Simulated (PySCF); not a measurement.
**Oxygen: a sound run and one with changed settings**

Sound run: O⁺ [He] 2s2 2p3, O²⁺ [He] 2s2 2p2. All numbers are calculated (PySCF 2.14, the spin-free X2C one-electron Hamiltonian (Gaussian nucleus), in x2c-SVPall). The sound run starts from symmetry-adapted Hartree-Fock orbitals and uses a fine grid where one is needed.

Changed run: radial step 1.2 in ln r (0.13 in the sound run). This setting is unsound on purpose.

```json
{"species": "O⁺", "method": "UHF", "sound run (hartree)": "-74.32809", "changed run (hartree)": "-74.32809", "converged": "yes"}
{"species": "O⁺", "method": "M06-2X", "sound run (hartree)": "-74.52534", "changed run (hartree)": "-74.46755", "converged": "yes"}
{"species": "O⁺", "method": "B3LYP", "sound run (hartree)": "-74.53858", "changed run (hartree)": "-74.30483", "converged": "yes"}
{"species": "O²⁺", "method": "UHF", "sound run (hartree)": "-73.05232", "changed run (hartree)": "-73.05232", "converged": "yes"}
{"species": "O²⁺", "method": "M06-2X", "sound run (hartree)": "-73.22815", "changed run (hartree)": "-73.13012", "converged": "yes"}
{"species": "O²⁺", "method": "B3LYP", "sound run (hartree)": "-73.23524", "changed run (hartree)": "-73.02366", "converged": "yes"}
```

Ionisation energy of O⁺:

```
method  sound run (eV)  changed run (eV)
   UHF          34.716            34.716
M06-2X          35.298            36.394
 B3LYP          35.466            34.862
```

A coarse radial grid mis-integrates the density and the exchange-correlation energy, with errors of either sign; Hartree-Fock needs no grid.

For comparison, NIST gives 35.121 eV between the lowest levels.
